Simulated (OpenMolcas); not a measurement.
## d7 ions of charge +3 down a group with 6 ammonia ligands in octahedral coordination

```yaml
Program: OpenMolcas
Method: CASSCF
Spin-orbit_coupling: RASSI with atomic mean-field integrals over the reference wave functions
```

The d shell is active. Anionic complexes are neutralised by point charges behind the ligands. Distances were set from a Shannon-type radius of the metal (high-spin where two are listed, low-spin for CN, NH3 and NCH) plus a fixed donor radius (NH3 1.42 Å). Ligand basis ANO-RCC-VDZP, DKH2 Hamiltonian. Energies in cm-1 above the lowest state or level, χT in cm3 K/mol. Spin-only χT is S(S+1) / 2 for the spin of the ground state.

```
 Ion  Shell  R (Å)   Metal basis  Ground state  First state of that spin  First gap with spin-orbit (degeneracies)  χT at 300 K  First state of another spin  Spin-only χT
Ni3+    3d7   1.98  ANO-RCC-VTZP      2S+1 = 4                      29.9                              442.9 (2, 2)        3.209               2S+1 = 2: 6121         1.875
Pd3+    4d7   2.18  ANO-RCC-VDZP      2S+1 = 2                     20490                                0.2 (2, 2)        0.471               2S+1 = 4: 9088         0.375
```

The rows also differ in their metal basis, so part of each step comes from that.

Below the highest spin of the shell: Pd3+. χT departs most from the spin-only value for Ni3+, by +1.334 cm3 K/mol.

An orbital doublet at a regular site is open to a Jahn-Teller distortion, which this geometry leaves out. Without dynamic correlation the repulsion within the d shell is too large (B by tens of per cent), so at a given field states of lower spin stand too high. Ligand-to-metal charge-transfer states are missing. With no ligand orbital active B as a rule stays too high, so bands that hang on it stand too high and its fall with covalency is understated. With metal d orbitals alone the field can be off either way by tens of per cent. Spin-orbit coupling mixes the spin-free states strongly: the lowest level takes only 68 % from its leading state, an unlabelled state of the same spin as most of the rest (holds for Ni3+). This shell can be high or low spin here, a state of another spin lies low, and with metal d orbitals alone active their balance is uncertain, so the ground spin may be wrong (holds for Ni3+). The least metal-like active orbital is 84 % on the metal (Löwdin) and no ligand orbital is active, so the numbers are rough (holds for Ni3+). This shell can be high or low spin here, a state of another spin lies low, and with metal d orbitals alone active their balance is uncertain, so the ground spin may be wrong, although the usual error favours high spin (holds for Pd3+). The least metal-like active orbital is 66 % on the metal (Löwdin) and no ligand orbital is active, so the numbers are rough, and ground spin, moment and any spin crossover can be artefacts of this space; highly charged d ions in such sites are as a rule low spin (holds for Pd3+). No measured value stands beside these numbers; the geometry was imposed, not optimised, and the real ion may take another.

A state without a sure symmetry label is named by its multiplicity alone.
